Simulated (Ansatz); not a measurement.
Input file for Ansatz (an electronic-structure program): R-PBE0/def2-TZVPP on BiF2HTe (SMILES [F][Bi]([F])[TeH]), a point of a torsion scan. Elements past Kr take the def2 small-core potentials; no spin–orbit coupling.

Ansatz 0.2 input:
```yaml
crystal:
  periodic: [false, false, false]
  atoms:
    - {symbol: F, position_ang: [-1.20745715, 1.68640560, 0.32515179]}
    - {symbol: Bi, position_ang: [-0.74977543, 0.01806963, -0.81484924]}
    - {symbol: F, position_ang: [-1.72428401, -1.44337912, 0.29196633]}
    - {symbol: Te, position_ang: [1.51364222, -0.35332500, 0.66035185]}
    - {symbol: H, position_ang: [1.67297454, 1.24920792, 0.95387966]}
basis:
  gaussian:
    orbitals: def2-TZVPP
hamiltonian:
  xc: {name: PBE0}
scf: {lower_state_search: off}
```

The head of its log:

```
WARN ansatz: RAYON_NUM_THREADS=1 ignored (pool sized by the plan → 1); use --threads N
Functional definition: PBE0
these checks for a lower state are left out or cut short: stability, starts, cluster_reference, orbital_swaps, neighbouring_geometries, increment
integrals: 0.09 GiB planned
1214 factors; their error is unknown
mean field: 0.83 GiB planned
mean field evaluation 1: about -18577.8471 eV, gradient 5.8e1 eV
mean field evaluation 2: about -18544.4076 eV, gradient 1.5e2 eV
```

Problem. Predict the final total energy.

Solution. -682.9383 hartree.
